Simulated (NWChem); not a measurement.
Everything below was run with NWChem. System: C2H3I, charge 0, spin multiplicity 1, at a geometry optimised with B3LYP/def2-SVP with def2 effective core potentials on I. The structure started from a generated list of species. Level: G0W0@PBE0/def2-SVPD with def2 effective core potentials on I, RI basis def2-svpd-rifit, no spin-orbit coupling.

The NWChem input:

```
start mol
memory heap 200 mb stack 700 mb global 1700 mb
geometry units angstroms nocenter noautoz
  C      2.458523    -0.386607     0.000000
  C      1.243404    -0.927270     0.000000
  I     -0.551710     0.193120     0.000000
  H      2.631029     0.692592     0.000000
  H      3.337499    -1.040449     0.000000
  H      1.060553    -2.004242     0.000000
  symmetry group Cs
end
basis spherical
  * library def2-svpd
end
ecp
  I library def2-ecp
end
basis "ri basis" bse spherical
  * library def2-svpd-rifit
end
dft
  xc pbe0
  iterations 100
  direct
  tolerances tight
end
task dft energy
gw
  states alpha occ 4 vir 2
end
task dft gw
```

Part of the output:

```
             Northwest Computational Chemistry Package (NWChem) 7.3.0
             --------------------------------------------------------

                                NWChem Input Module
                                -------------------

 Scaling coordinates for geometry "geometry" by  1.889725989
 (inverse scale =  0.529177249)

 Turning off AUTOSYM since
 SYMMETRY directive was detected!

                             Geometry "geometry" -> ""
                             -------------------------

 Output coordinates in angstroms (scale by  1.889725989 to convert to a.u.)

  No.       Tag          Charge          X              Y              Z
 ---- ---------------- ---------- -------------- -------------- --------------
    1 C                    6.0000     2.45852300    -0.38660700     0.00000000
    2 C                    6.0000     1.24340400    -0.92727000     0.00000000
    3 I                   53.0000    -0.55171000     0.19312000     0.00000000
    4 H                    1.0000     2.63102900     0.69259200     0.00000000
    5 H                    1.0000     3.33749900    -1.04044900     0.00000000
    6 H                    1.0000     1.06055300    -2.00424200     0.00000000

 Effective nuclear repulsion energy (a.u.)     188.4757593434

            Nuclear Dipole moment (a.u.)
            ----------------------------
        X                 Y               Z
 ---------------- ---------------- ----------------
     0.0000245664    -0.0000018897     0.0000000000

      Symmetry information
      --------------------

 Group name             Cs
 Group number              2
 Group order               2
 No. of unique centers     6

      Symmetry unique atoms

     1    2    3    4    5    6


 Summary of "ao basis" -> "" (spherical)
 ------------------------------------------------------------------------------
       Tag                 Description            Shells   Functions and Types
 ---------------- ------------------------------  ------  ---------------------
 *                         def2-svpd                  on all atoms

 Summary of "ri basis" -> "" (spherical)
 ------------------------------------------------------------------------------
       Tag                 Description            Shells   Functions and Types
 ---------------- ------------------------------  ------  ---------------------
 *                      def2-svpd-rifit               on all atoms

                                 NWChem DFT Module
                                 -----------------

 Summary of "ao basis" -> "ao basis" (spherical)
 ------------------------------------------------------------------------------
       Tag                 Description            Shells   Functions and Types
 ---------------- ------------------------------  ------  ---------------------
 C                         def2-svpd                 8       20   4s2p2d
 I                         def2-svpd                13       35   5s5p3d
 H                         def2-svpd                 4        8   2s2p

 Summary of "ao basis" -> "ao basis" (spherical)
 ------------------------------------------------------------------------------
       Tag                 Description            Shells   Functions and Types
 ---------------- ------------------------------  ------  ---------------------
 C                         def2-svpd                 8       20   4s2p2d
 I                         def2-svpd                13       35   5s5p3d
 H                         def2-svpd                 4        8   2s2p

      Symmetry analysis of basis
      --------------------------

        a'         70
        a"         29

            General Information
            -------------------
          SCF calculation type: DFT
          Wavefunction type:  closed shell.
          No. of atoms     :     6
          No. of electrons :    40
           Alpha electrons :    20
            Beta electrons :    20
          Charge           :     0
          Spin multiplicity:     1
          Use of symmetry is: on ; symmetry adaption is: on
          Maximum number of iterations: 100
          This is a Direct SCF calculation.
          AO basis - number of functions:    99
                     number of shells:    41
          Convergence on energy requested:  1.00D-06
          Convergence on density requested:  1.00D-05
          Convergence on gradient requested:  5.00D-04

              XC Information
              --------------
                         PBE0 Method XC Functional
                     Hartree-Fock (Exact) Exchange  0.250
          PerdewBurkeErnzerhof Exchange Functional  0.750
            Perdew 1991 LDA Correlation Functional  1.000 local
           PerdewBurkeErnz. Correlation Functional  1.000 non-local

             Grid Information
             ----------------
          Grid used for XC integration:  medium
          Radial quadrature: Mura-Knowles
          Angular quadrature: Lebedev.
          Tag              B.-S. Rad. Rad. Pts. Rad. Cut. Ang. Pts.
          ---              ---------- --------- --------- ---------
          C                   0.70       49          13.0       434
          I                   1.40      123          12.0       590
          H                   0.35       45          13.0       434
          Grid pruning is: on
          Number of quadrature shells:   356
          Spatial weights used:  Erf1

          Convergence Information
          -----------------------
          Convergence aids based upon iterative change in
          total energy or number of iterations.
[...]
      Non-variational initial energy
      ------------------------------

 Total energy =    -374.608906
 1-e energy   =    -825.759892
 2-e energy   =     347.355626
 HOMO         =      -0.292961
 LUMO         =      -0.007778

      Symmetry analysis of molecular orbitals - initial
      -------------------------------------------------

  Numbering of irreducible representations:

     1 a'          2 a"

  Orbital symmetries:

     1 a'          2 a'          3 a'          4 a'          5 a'
     6 a"          7 a'          8 a'          9 a"         10 a'
    11 a"         12 a'         13 a'         14 a'         15 a'
    16 a'         17 a'         18 a"         19 a'         20 a"
    21 a'         22 a"         23 a'         24 a'         25 a'
    26 a"         27 a'         28 a'         29 a'         30 a"

   convergence    iter        energy       DeltaE   RMS-Dens  Diis-err    time
 ---------------- ----- ----------------- --------- --------- ---------  ------
 d= 0,ls=0.0,diis     1   -375.5115867894 -4.79D+02  1.28D-02  2.40D-01     2.3
 d= 0,ls=0.0,diis     2   -375.4993423066  1.22D-02  6.12D-03  3.35D-01     3.5
 d= 0,ls=0.0,diis     3   -375.5407512554 -4.14D-02  1.60D-03  3.12D-02     5.2
 d= 0,ls=0.0,diis     4   -375.5448760726 -4.12D-03  4.33D-04  1.43D-03     6.5
 d= 0,ls=0.0,diis     5   -375.5450676021 -1.92D-04  1.80D-04  1.80D-04     7.7
 d= 0,ls=0.0,diis     6   -375.5450946688 -2.71D-05  2.99D-05  3.42D-06     9.1
 d= 0,ls=0.0,diis     7   -375.5450951131 -4.44D-07  6.76D-06  1.35D-07    10.5

         Total DFT energy =     -375.545095113102
      One electron energy =     -828.076101643289
           Coulomb energy =      382.751289068387
    Exchange-Corr. energy =      -34.015642622749
 Nuclear repulsion energy =      103.795360084551

 Numeric. integr. density =       40.000004791216

     Total iterative time =      9.8s

                  Occupations of the irreducible representations
                  ----------------------------------------------

                     irrep           alpha         beta
                     --------     --------     --------
                     a'               15.0         15.0
                     a"                5.0          5.0

                       DFT Final Molecular Orbital Analysis
                       ------------------------------------

 Vector   18  Occ=2.000000D+00  E=-3.404156D-01  Symmetry=a"
              MO Center=  1.1D+00, -4.8D-01, -1.5D-16, r^2= 2.6D+00
   Bfn.  Coefficient  Atom+Function         Bfn.  Coefficient  Atom+Function
  ----- ------------  ---------------      ----- ------------  ---------------
    27      0.381645  2 C  pz                54      0.311562  3 I  pz
     7      0.308912  1 C  pz                30      0.242042  2 C  pz
    57      0.216978  3 I  pz                10      0.153040  1 C  pz
    51     -0.125544  3 I  pz                48     -0.102371  3 I  pz
    37      0.038040  2 C  d -1              99      0.031219  6 H  pz

 Vector   19  Occ=2.000000D+00  E=-2.780490D-01  Symmetry=a'
              MO Center= -4.9D-01,  1.6D-01, -1.4D-16, r^2= 2.2D+00
   Bfn.  Coefficient  Atom+Function         Bfn.  Coefficient  Atom+Function
  ----- ------------  ---------------      ----- ------------  ---------------
    53      0.528904  3 I  py                56      0.434659  3 I  py
    52      0.320507  3 I  px                55      0.281744  3 I  px
     3     -0.240535  1 C  s                 50     -0.212335  3 I  py
    23      0.197689  2 C  s                 47     -0.172192  3 I  py
    49     -0.128263  3 I  px                 8      0.114955  1 C  px

 Vector   20  Occ=2.000000D+00  E=-2.619967D-01  Symmetry=a"
              MO Center=  2.1D-01, -2.0D-02, -7.2D-16, r^2= 3.5D+00
   Bfn.  Coefficient  Atom+Function         Bfn.  Coefficient  Atom+Function
  ----- ------------  ---------------      ----- ------------  ---------------
    54      0.536748  3 I  pz                57      0.453994  3 I  pz
     7     -0.279348  1 C  pz                51     -0.214157  3 I  pz
    27     -0.193834  2 C  pz                48     -0.173536  3 I  pz
    10     -0.166618  1 C  pz                30     -0.114869  2 C  pz
    39      0.032473  2 C  d  1

 Vector   21  Occ=0.000000D+00  E=-3.383769D-02  Symmetry=a'
              MO Center= -2.6D-01,  6.2D-02, -9.3D-16, r^2= 5.1D+00
   Bfn.  Coefficient  Atom+Function         Bfn.  Coefficient  Atom+Function
  ----- ------------  ---------------      ----- ------------  ---------------
    23      0.524251  2 C  s                 55     -0.464821  3 I  px
    77     -0.366111  4 H  s                 28     -0.327891  2 C  px
    58     -0.321696  3 I  px                25     -0.314760  2 C  px
    52     -0.289878  3 I  px                56      0.282507  3 I  py
    22      0.275863  2 C  s                  4      0.260323  1 C  s

 Vector   22  Occ=0.000000D+00  E=-2.005377D-02  Symmetry=a"
              MO Center=  1.7D+00, -5.3D-01, -1.3D-15, r^2= 3.3D+00
   Bfn.  Coefficient  Atom+Function         Bfn.  Coefficient  Atom+Function
  ----- ------------  ---------------      ----- ------------  ---------------
    27     -0.418149  2 C  pz                 7      0.407568  1 C  pz
    30     -0.370234  2 C  pz                10      0.324974  1 C  pz
    57      0.156206  3 I  pz                91      0.109134  5 H  pz
    39     -0.101672  2 C  d  1              54      0.100513  3 I  pz
    99     -0.094747  6 H  pz                60      0.092390  3 I  pz

 Vector   23  Occ=0.000000D+00  E= 2.872856D-02  Symmetry=a'
              MO Center=  3.1D-01, -8.0D-01,  1.4D-13, r^2= 1.1D+01
   Bfn.  Coefficient  Atom+Function         Bfn.  Coefficient  Atom+Function
  ----- ------------  ---------------      ----- ------------  ---------------
    77      3.009041  4 H  s                  4     -2.320421  1 C  s
    93      2.003098  6 H  s                 45     -1.452063  3 I  s
    23     -1.045276  2 C  s                  3     -0.952021  1 C  s
    20      0.751681  1 C  d  2              82     -0.691735  4 H  py
    98      0.683349  6 H  py                36     -0.642851  2 C  d -2

 center of mass
 --------------
 x =  -0.22718634 y =   0.07820432 z =   0.00000000

 moments of inertia (a.u.)
 ------------------
          79.290393013293         149.276950243630           0.000000000000
         149.276950243630         524.312652073541           0.000000000000
           0.000000000000           0.000000000000         603.603045086834

     Multipole analysis of the density
     ---------------------------------

     L   x y z        total         alpha         beta         nuclear
     -   - - -        -----         -----         ----         -------
     0   0 0 0     -0.000000    -20.000000    -20.000000     40.000000

     1   1 0 0      0.487477    -14.352404    -14.352404     29.192285
     1   0 1 0     -0.222139      4.998146      4.998146    -10.218431
     1   0 0 1     -0.000000     -0.000000     -0.000000      0.000000

     2   2 0 0    -25.910973   -142.117163   -142.117163    258.323354
     2   1 1 0     -1.348865     33.358255     33.358255    -68.065376
     2   1 0 1      0.000000      0.000000      0.000000      0.000000
     2   0 2 0    -27.660278    -36.269555    -36.269555     44.878833
     2   0 1 1     -0.000000     -0.000000     -0.000000      0.000000
     2   0 0 2    -31.250547    -15.625274    -15.625274      0.000000

 Task  times  cpu:       10.5s     wall:       10.5s

                                NWChem Input Module
                                -------------------

                                 NWChem GW Module
                                 ----------------

                             ***********************
                             ***        GW       ***
                             ***********************

 Summary of "ri basis" -> "ri basis" (spherical)
 ------------------------------------------------------------------------------
       Tag                 Description            Shells   Functions and Types
 ---------------- ------------------------------  ------  ---------------------
 C                      def2-svpd-rifit             20       64   7s6p5d2f
 I                      def2-svpd-rifit             34      130   10s9p8d5f2g
 H                      def2-svpd-rifit              9       23   4s3p2d

                 Memory Information
                 ------------------
          Available GA per process is          1699.9 MBs
          Available stack per process is        700.0 MBs
          Available heap per process is           0.0 MBs

          Peak memory in Initialization
              Peak GA per process is                  6.3 MBs
              Peak stack per process is               0.1 MBs
              Peak heap per process is                6.6 MBs
              Memory not in MA per process            0.0 MBs

          Peak memory in AFF Calculation
              Peak GA per process is                 28.3 MBs
              Peak stack per process is              19.0 MBs
              Peak heap per process is                0.0 MBs
              Memory not in MA per process           19.0 MBs

          Computing 2-center integrals
          Computing Inverse Cholesky factor
          Computing 3-center integrals
          Computing V_xc ...

          Computing Sigma_x
          Computing RPA polarizability
          Solving quasiparticle equations

                  Alpha Orbitals
          State     Energy (eV)     Error (eV)
          -----------------------------------
@GW        17        -11.651           0.004
@GW        18        -10.924           0.004
@GW        19         -9.159           0.003
@GW        20         -8.709           0.003
@GW        21          1.341           0.005
@GW        22          1.756           0.002

   Applying  -1.5795 eV scissor-shift to rest of particle states

   Applying   2.2616 eV scissor-shift to rest of hole states

     GW Timing Statistics
   ------------------------
   Init.   :          0.1s
     ERIs  :          0.8s
     Distr.:          0.0s
     Vxc   :          1.2s
   Sigma_x :          0.0s
   RPA     :          1.2s
   Wmn     :          0.0s
   Sigma_c :          0.0s
   GW total:          3.3s

 Task  times  cpu:        3.3s     wall:        3.3s

 Total times  cpu:       13.8s     wall:       13.8s
```
